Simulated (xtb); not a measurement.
The xtb input:
```
$ xtb coord --gfn 1 --json

# file coord
$coord
      4.1769028871      -1.9174377299       0.8339662799  i
     -0.0000000000       0.0000000000      -0.0000000000  si
     -2.7357314906      -3.1072774226      -2.1631424340  i
     -1.9700284867       1.2601944609       4.0434493510  i
      0.5288570903       3.7645206917      -2.7142731970  i
$end
```

**Question.** What does this run give for the HOMO-LUMO gap, total energy?

**Answer.** 
```json
{
 "HOMO-LUMO gap": "5.28 eV",
 "total_energy": "-17.8700 Eh"
}
```
